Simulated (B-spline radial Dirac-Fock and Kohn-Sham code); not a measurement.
## Core-level shifts of bismuth with charge state

Model: relaxed Dirac-Fock hole states (ΔSCF) with Breit and QED corrections and a finite nucleus. Program: a radial finite-basis atomic code. Each ion is free and in its tabulated ground configuration. Correlation energy is missing from these numbers.

Reference: Bi⁴⁹⁺, [Ar] 3d10 4s2 4p4, with K (1s) 93155.2 eV, L1 (2s) 19002.5 eV, L2 (2p1/2) 18327.0 eV, M1 (3s) 6495.6 eV, M2 (3p1/2) 6199.5 eV. Shifts from it, in eV (a dash: the subshell is empty, belongs to an open shell averaged over j, or its hole state is left out as unreliable):

```
  ion      configuration   K (1s)  L1 (2s)  L2 (2p1/2)  M1 (3s)  M2 (3p1/2)
Bi⁵⁰⁺  [Ar] 3d10 4s2 4p3        ?        ?           ?        ?           ?
Bi⁵¹⁺  [Ar] 3d10 4s2 4p2   +209.1   +189.5      +192.0   +167.0      +167.5
Bi⁵²⁺  [Ar] 3d10 4s2 4p1   +315.3   +285.5      +289.4   +251.5      +252.4
Bi⁵³⁺      [Ar] 3d10 4s2   +422.7   +382.5      +387.8   +336.7      +337.9
Bi⁵⁴⁺      [Ar] 3d10 4s1   +528.6   +477.9      +487.7        –      +425.7
Bi⁵⁵⁺          [Ar] 3d10   +639.6   +576.9      +588.4   +506.8      +514.2
Bi⁵⁶⁺           [Ar] 3d9   +831.1   +761.6      +775.7   +646.1      +656.1
Bi⁵⁷⁺           [Ar] 3d8  +1025.1   +948.5      +965.2   +786.7      +799.3
Bi⁵⁸⁺           [Ar] 3d7  +1221.5  +1137.5     +1157.0   +928.5      +943.8
Bi⁵⁹⁺           [Ar] 3d6  +1420.4  +1328.6     +1350.9  +1071.5     +1089.7
```

Question: Give the missing shifts for Bi⁵⁰⁺.

Answer: K (1s) +104.0, L1 (2s) +94.3, L2 (2p1/2) –, M1 (3s) +83.2, M2 (3p1/2) – (eV).

Values without a named source are computed, but for edge energies of neutral atoms, which are taken from tables.
